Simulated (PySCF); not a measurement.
## Electron correlation in Zn⁺ (zinc, charge +1)

[Ar] 3d10 4s1, 2S determinant. Calculation: PySCF 2.14, in 6-31G*; no relativity, point nucleus. Frozen: [Ar]; 11 electrons correlated.

MP2 pair energies summed by pair of shells (mhartree):

| pair | energy | share (%) |
| --- | --- | --- |
| 3d-3d | -203.43 | 94.1 |
| 3d-4s | -12.72 | 5.9 |

Total MP2 correlation energy: -216.15 mhartree.

Same-spin part -79.24 and opposite-spin part -136.91 mhartree; SCS-MP2 scales them by 1/3 and 6/5 to -190.71 mhartree.

| level | correlation energy (mhartree) |
| --- | --- |
| CCSD | -195.07 |
| (T) | -5.49 |
| CCSD(T) | -200.56 |

Diagnostics: T1 = 0.0061, D1 = 0.0132, largest double amplitude 0.028.

Question: Is a single reference adequate?

Answer: Yes: T1 lies below 0.03 and no double amplitude reaches 0.07.
